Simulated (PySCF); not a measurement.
Atom-mapped SMILES (the numbers label the heavy atoms): `[F:1][CH:2]([F:3])/[CH:4]=[CH:5]\[CH2:6][NH:7][SiH3:8]`; H(Xn) means a hydrogen on atom n.

PySCF calculation with structure optimised with GFN2-xTB and PBE0/pcSseg-1 with gauge-including orbitals; one computed conformer, isolated molecule, no relativistic terms, fast rotation and ring inversion assumed for equivalent nuclei.

Shifts are taken against calculated references (same method and geometry level): $^{13}$C (σ = 186.93 ppm), $^{1}$H (σ = 31.72 ppm), $^{29}$Si (σ = 349.16 ppm) against TMS; $^{19}$F (σ = 170.95 ppm) against CFCl3; NH3 for $^{15}$N (σ = 267.73 ppm).

| atoms | nucleus | count | δ (ppm) |
| --- | --- | --- | --- |
| Si8 | $^{29}$Si | 1 | ? |
| H(C4) | $^{1}$H | 1 | ? |
| N7 | $^{15}$N | 1 | ? |
| H(Si8) | $^{1}$H | 3 | ? |
| C4 | $^{13}$C | 1 | 134.5 |
| H(C5) | $^{1}$H | 1 | 6.05 |
| C5 | $^{13}$C | 1 | 147.0 |
| H(N7) | $^{1}$H | 1 | 0.37 |
| H(C6) | $^{1}$H | 2 | 3.88 |
| F1/F3 | $^{19}$F | 2 | -131.5 |
| H(C2) | $^{1}$H | 1 | 8.10 |
| C6 | $^{13}$C | 1 | 51.5 |
| C2 | $^{13}$C | 1 | 118.3 |

Question: Fill in the missing shifts.

Answer: 
- H(C4): 6.04 ppm, hydrogen on an alkene CH; attached to an sp2 carbon and in the plane of the double bond
- H(Si8): 4.69 ppm, hydrogen on a silicon bonded to N
- N7: 26.3 ppm, nitrogen bonded to C, Si, H
- Si8: -55.3 ppm, silicon bonded to N, 3 H

Exchangeable OH/NH protons stand at their gas-phase positions; hydrogen bonding in a real sample shifts them, mostly to higher δ. Shifts are as computed. Against solution values, carbons near 30 ppm lie about +3 ppm off and those near 130 ppm about +5 ppm. Of 1211 compounds with measured shifts, 218 miss one by over three times the rms of a fit or turn the order of signals round; such compounds aren't used in these exercises. Unscaled 19F shifts against computed CFCl3 carry errors that often reach 10 to 50 ppm. Experimental scales use liquid or dissolved standards, which lie at an offset from isolated NH3 (liquid NH3: subtract about 20 ppm).
